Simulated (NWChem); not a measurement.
System: FeH₂SO, quintet; SMILES [OH][Fe][SH]

```xyz
5

Fe     0.0779    -0.4074    -0.0609
O      0.2508    -2.1624    -0.0996
H      0.7437    -2.8127     0.4026
S     -0.1231     1.8295    -0.0362
H     -1.4512     1.7762     0.2209
```
Atoms are numbered in this order, from 1.

Level: PBE0/def2-SVP, spin-unrestricted (NWChem), optimised geometry, unscaled harmonic frequencies. This spin state was assumed; another may lie lower.

| frequency (cm⁻¹) | IR intensity (km/mol) |
|---|---|
| 80 | 137.7 |
| 104 | 18.8 |
| 129 | 11.3 |
| 361 | 12.6 |
| 380 | 188.6 |
| 521 | 9.7 |
| 739 | 154.2 |
| 2695 | 2.3 |
| 3983 | 137.4 |

```yaml
zero_point_energy: 12.8 kcal/mol
thermal correction to the enthalpy at 298.15 K (with zero-point energy): 17.2 kcal/mol
heat capacity Cv: 16.8 cal/(mol K)
"entropy at 298.15 K and 1 atm (symmetry number 1, electronic part: spin degeneracy alone)": 79.3 cal/(mol K)
dipole_moment: 2.24 D
```

Rigid rotor and harmonic oscillator; modes under 100 cm⁻¹ make the entropy uncertain.
